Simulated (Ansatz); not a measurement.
Basis sets compared for Ga₁₂P₁₀Br₆. The state is a singlet with charge 0. Geometry PBE-D4/def2-SVP. Ansatz on 11 threads of AMD EPYC 7R13 on a shared host and a whole NVIDIA H100 80GB HBM3; times are rough, and most runs start from earlier orbitals.

```xyz
28

P    -2.840    4.674    0.436
P    -3.224   -1.907    1.505
P    -2.541    1.742    3.584
P    -1.409    0.968   -1.203
P    -0.570   -3.184   -0.705
P     2.489    1.324   -1.382
P     0.811   -0.544    2.094
P     0.257   -1.074   -4.054
P     3.586   -2.843   -1.720
P     1.040    2.915    1.625
Ga   -2.914   -0.002    0.223
Ga   -0.586   -1.159   -1.886
Ga   -3.234    2.803    1.624
Ga    1.519    0.900   -3.494
Ga   -0.801    4.007    0.969
Ga   -2.848   -0.547    3.335
Ga   -0.839   -1.950    1.271
Ga   -0.371    1.383    2.740
Ga    0.691    0.964    0.137
Ga    1.720   -3.318   -0.399
Ga    3.484   -0.656   -0.764
Ga    2.291   -1.892   -3.378
Br   -5.040    1.380    0.540
Br    0.986    2.824   -4.674
Br   -2.243   -1.687    5.265
Br    2.212   -4.222    1.687
Br    4.651   -0.616    1.236
Br    3.724   -0.284   -4.611
```

The 6-31G sets use Cartesian d functions. Single mean-field runs in 6-31G, STO-3G, def2-SVP, def2-TZVP are fitted with def2-universal-jkfit.

Binding counts from free atoms (P quartet, Ga doublet, Br doublet) in the same basis, without a counterpoise term.

```json
{"level": "HF/STO-3G", "functions": "414", "energy (Eh)": "-41448.9228", "HOMO (eV)": "-4.84", "LUMO (eV)": "2.03", "binding per atom (eV)": "–", "wall time": "10 s"}
{"level": "HF/6-31G", "functions": "652", "energy (Eh)": "-41915.1745", "HOMO (eV)": "-8.97", "LUMO (eV)": "-1.68", "binding per atom (eV)": "1.26", "wall time": "7 s"}
{"level": "PBE-D4/def2-SVP", "functions": "756", "energy (Eh)": "-41944.7390", "HOMO (eV)": "-5.80", "LUMO (eV)": "-4.17", "binding per atom (eV)": "3.11", "wall time": "8 s"}
{"level": "PBE0-D4/def2-SVP", "functions": "756", "energy (Eh)": "-41946.0087", "HOMO (eV)": "-6.71", "LUMO (eV)": "-3.68", "binding per atom (eV)": "3.04", "wall time": "15 s"}
```

Q: Estimate the rows for PBE-D4/def2-TZVP, PBE0-D4/def2-TZVP (with forces).

A: 
```tsv
level	functions	energy (Eh)	HOMO (eV)	LUMO (eV)	binding per atom (eV)	wall time
PBE-D4/def2-TZVP	1234	-41950.7308	-5.81	-4.19	3.10	8 s
PBE0-D4/def2-TZVP (with forces)	1234	-41951.9835	-6.68	-3.66	3.05	23 s
```
